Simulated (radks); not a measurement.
Initial-state core-level shifts of the gadolinium ion Gd3+ when its valence configuration changes from [Xe] 4f7. Calculated with a radial shooting solver on a logarithmic mesh with Libxc functionals: scalar-relativistic Kohn-Sham, PBEsol, spin-polarised, spherical densities, point nucleus; open shells are filled with parallel spins first (spin-orbit coupling, left out, can overturn this in heavy ions). Shifts are changes of the shell-averaged eigenvalues in eV (positive: less bound).

valence	2p	4s	4d	5p
4f5 6s2	-25.409	-25.983	-24.654	-12.433
4f6.5 6p0.5	-6.415	-6.624	-6.340	-3.563
4f6 6s1	-12.010	-12.388	-11.786	-6.073
4f5 5d2	-17.997	-18.912	-17.570	-6.414
4f5.5 6s1 6p0.5	-19.055	-19.562	-18.608	-9.682
4f6 6p1	-13.148	-13.530	-12.927	-7.137
4f5.5 5d1 6p0.5	-15.522	-16.188	-15.225	-6.817
4f6 5d1	-8.605	-9.119	-8.502	-3.224
4f6.5 6s0.5	-5.839	-6.047	-5.762	-3.017
